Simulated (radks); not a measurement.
Ho+, configuration [Xe] 4f11 6s1. All-electron calculation, Dirac Kohn-Sham, PBE, spin-unpolarised, spherical densities, finite nucleus; open shells fill j = l - 1/2 first; Fermi nuclear charge, rms radius 5.2022 fm. Program: a radial shooting solver on a logarithmic mesh with Libxc functionals.

Unscreened Slater integrals over Kohn-Sham orbitals (cm^-1). Large and small components are both included.

integral          value
F0(6s1/2,6s1/2)   53827
F0(6s1/2,4f7/2)   70009
G3(6s1/2,4f7/2)  2733.0
F0(6s1/2,4f5/2)   70109
G3(6s1/2,4f5/2)  2608.4
F0(6s1/2,5p3/2)   66883
G1(6s1/2,5p3/2)  5647.8
F0(4f7/2,4f7/2)  243080
F2(4f7/2,4f7/2)  111530
F4(4f7/2,4f7/2)   69257
F6(4f7/2,4f7/2)   49631
F0(4f7/2,4f5/2)  245630
F2(4f7/2,4f5/2)  112890
F4(4f7/2,4f5/2)   70137
G2(4f7/2,4f5/2)  112610
G4(4f7/2,4f5/2)   69971
G6(4f7/2,4f5/2)   50155
F0(4f7/2,5p3/2)  152500
F2(4f7/2,5p3/2)   51604
G2(4f7/2,5p3/2)   28365
G4(4f7/2,5p3/2)   21351
F0(4f5/2,4f5/2)  248230
F2(4f5/2,4f5/2)  114310
F4(4f5/2,4f5/2)   71054
F0(4f5/2,5p3/2)  153230
F2(4f5/2,5p3/2)   51188
G2(4f5/2,5p3/2)   27568
G4(4f5/2,5p3/2)   20854
F0(5p3/2,5p3/2)  127510
F2(5p3/2,5p3/2)   68256
